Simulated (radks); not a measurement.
The ytterbium ion Yb+ inside a hard spherical wall (all orbitals vanish at R), configuration held at [Xe] 4f14 6s1 and not refilled when levels cross. All-electron calculation, scalar-relativistic Kohn-Sham, PBE, spin-polarised, spherical densities, finite nucleus; open shells are filled with parallel spins first (spin-orbit coupling, left out, can overturn this in heavy ions); Fermi nuclear charge, rms radius 5.3108 fm. Program: a radial shooting solver on a logarithmic mesh with Libxc functionals. Eigenvalues in eV for spin up, with the zero of energy where the potential of the charges vanishes at infinity; a dash marks a level that is unbound or too diffuse for the functional's potential to be trusted. A positive occupied level is held by the wall or, in an anion where self-interaction has pushed it up, behind a barrier. The pressure on the wall is -dE/dV.

| R (bohr) | E (hartree) | kinetic (hartree) | e(5s) | e(5p) | e(4f) | e(6s) | e(5d, empty) | e(6p, empty) | pressure (GPa) |
|---|---|---|---|---|---|---|---|---|---|
| free | -14057.9086 | 15315.854 | -61.715 | -34.259 | -9.730 | -9.625 | -6.720 | -5.817 | 0 |
| 20 | -14057.9086 | 15315.854 | -61.715 | -34.259 | -9.730 | -9.625 | -6.720 | -5.817 | < 0.0001 |
| 10 | -14057.9085 | 15315.857 | -61.701 | -34.246 | -9.717 | -9.613 | -6.705 | -5.745 | 0.00586 |
| 8 | -14057.9061 | 15315.879 | -61.598 | -34.145 | -9.614 | -9.498 | -6.590 | -5.364 | 0.118 |
| 7 | -14057.8999 | 15315.923 | -61.419 | -33.972 | -9.437 | -9.248 | -6.382 | -4.739 | 0.504 |
| 5 | -14057.8157 | 15316.338 | -60.232 | -32.858 | -8.208 | -6.556 | -4.732 | 0.278 | 10.4 |
| 3.5 | -14057.2379 | 15318.857 | -56.286 | -29.079 | -3.633 | 7.424 | 1.871 | 20.807 | 195 |
| 2.5 | -14053.9826 | 15332.493 | -43.312 | -14.633 | 12.195 | 59.632 | 24.327 | 85.266 | 3010 |
| 2 | -14045.9870 | 15362.521 | -20.002 | 13.303 | 37.386 | 150.13 | 63.183 | 187.73 | 16800 |
